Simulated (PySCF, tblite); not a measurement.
Isomers of C4H8F2SSi. Level: GFN2-xTB in tblite, geometry and Hessian alike; calculated harmonic values, unscaled, isolated species. This tight-binding method is rough: wavenumbers can miss measured ones by several per cent, in bad cases by 10 to 20. Modes of hydrogen on silicon and sulfur can be 10 to 20 % off. One conformer each.

Electronic energies: PBE0/pcSseg-1 single points on the GFN2-xTB geometries (PySCF, gas phase).

```
                  SMILES  electronic energy, lowest = 0 (kcal/mol)
      CS[SiH2]C(C)=C(F)F                                      74.1
    C=C[Si@H](S)C(C)(F)F                                      67.4
C[C@@]1(F)C[Si@@H](F)CS1                                      24.4
C[Si@@]1(F)C[C@@H](F)CS1                                       0.0
```

Q: How do GFN2-xTB zero-point energies change the relative energies?

A: 
| SMILES | ZPE (kcal/mol) | of it from modes above 1550 cm⁻¹ | electronic (kcal/mol) | with ZPE, lowest = 0 (kcal/mol) | lowest mode (cm⁻¹) | rings |
| --- | --- | --- | --- | --- | --- | --- |
| C[Si@@]1(F)C[C@@H](F)CS1 | 72.9 | 34.4 | 0.0 | 0.0 | 52 | 1 |
| C[C@@]1(F)C[Si@@H](F)CS1 | 70.8 | 33.6 | 24.4 | 22.2 | 42 | 1 |
| C=C[Si@H](S)C(C)(F)F | 67.2 | 35.5 | 67.4 | 61.7 | 28 | 0 |
| CS[SiH2]C(C)=C(F)F | 68.1 | 35.1 | 74.1 | 69.3 | 7 | 0 |

The zero-point energies span 5.7 kcal/mol, from `C=C[Si@H](S)C(C)(F)F` to `C[Si@@]1(F)C[C@@H](F)CS1`. The order is unchanged.

Q: And how do the electronic energies of GFN2-xTB itself compare?

A: `C[Si@@]1(F)C[C@@H](F)CS1` 0.0; `C[C@@]1(F)C[Si@@H](F)CS1` 11.8; `C=C[Si@H](S)C(C)(F)F` 62.2; `CS[SiH2]C(C)=C(F)F` 49.8 kcal/mol, lowest = 0. Against the energies above, taken from the same isomer `C[Si@@]1(F)C[C@@H](F)CS1`, the largest difference is 24.3 kcal/mol.

Q: What do entropy and thermal enthalpy add at 298.15 K and 1 bar (rigid rotor, harmonic oscillator, one conformer each)?

A: 
| SMILES | point group | symmetry number | S (cal/(mol K)) | H − H(0) (kcal/mol) | ZPE + H − H(0) − TS (kcal/mol) |
| --- | --- | --- | --- | --- | --- |
| C[Si@@]1(F)C[C@@H](F)CS1 | C1 | 1 | 99.0 | 6.86 | 50.3 |
| C[C@@]1(F)C[Si@@H](F)CS1 | C1 | 1 | 97.3 | 6.74 | 48.5 |
| C=C[Si@H](S)C(C)(F)F | C1 | 1 | 108.1 | 7.91 | 42.9 |

Not tabulated: `CS[SiH2]C(C)=C(F)F` (lowest mode only 7 cm⁻¹).
